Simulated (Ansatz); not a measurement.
Reaction (formal hydrolysis of the Al–Si bond): `C#C[SiH2][AlH][Cl]` + H₂O → `[OH][AlH][Cl]` + `C#C[SiH3]`

Calculated with Ansatz (gas phase, PBE0-D4/def2-TZVP geometries, no zero-point term in ΔE). CBS: MP2 limit from def2 TZ/QZ plus the TZ coupled-cluster correction, frozen cores. This one scheme is used for every species. DFT in def2-TZVPP. One conformer a species, not always the lowest.

`C#C[SiH2][AlH][Cl]`:

```xyz
9

C    -1.170   -1.400   -1.919
C    -0.408   -1.097   -1.033
Si    0.693   -0.550    0.316
Al    0.027    1.696    1.035
Cl    1.157    2.547    2.593
H    -1.836   -1.678   -2.703
H     2.097   -0.560   -0.178
H     0.596   -1.523    1.437
H    -1.157    2.564    0.452
```

H₂O:

Cartesian coordinates in Å:
```
O 0.032 -0.297 -0.250
H -0.455 -0.279 0.577
H 0.424 0.576 -0.327
```

`[OH][AlH][Cl]`:

Cartesian coordinates in Å:
```
O 0.791 -0.434 0.920
Al -0.476 0.091 -0.057
Cl -0.090 0.705 -2.023
H 1.704 -0.475 0.640
H -1.929 0.112 0.520
```

`C#C[SiH3]`:

Cartesian coordinates in Å:
```
C -0.025 -1.589 -1.148
C -0.009 -0.612 -0.442
Si 0.013 0.866 0.625
H -0.038 -2.453 -1.773
H 0.712 0.543 1.894
H 0.727 1.963 -0.072
H -1.380 1.282 0.916
```

CCSD(T)/CBS gives -136.3 kJ/mol.

(1) Another level gave -144.1 kJ/mol. Which?
A. r2SCAN-D4/def2-TZVPP
B. HF/def2-TZVPP
C. BHLYP-D4/def2-TZVPP
D. BHLYP/def2-TZVPP

Largest T1 diagnostic among the species: 0.013.

Results:

(1) C. BHLYP-D4 -144.1, BHLYP -150.5, r2SCAN-D4 -138.5, HF/def2-TZVPP -156.4 kJ/mol.

At CCSD(T), def2-SVP lies −7.2 kJ/mol from the extrapolated value and def2-TZVPP −2.8 kJ/mol. From PBE to PBE0 (25 % exact exchange), in def2-TZVPP and without D4, ΔE moves by −3.4 kJ/mol. In def2-TZVPP, CCSD(T) changes the Hartree–Fock value by +17.3 kJ/mol (the triples alone add +2.5 kJ/mol) and MP2 by +9.1 kJ/mol.
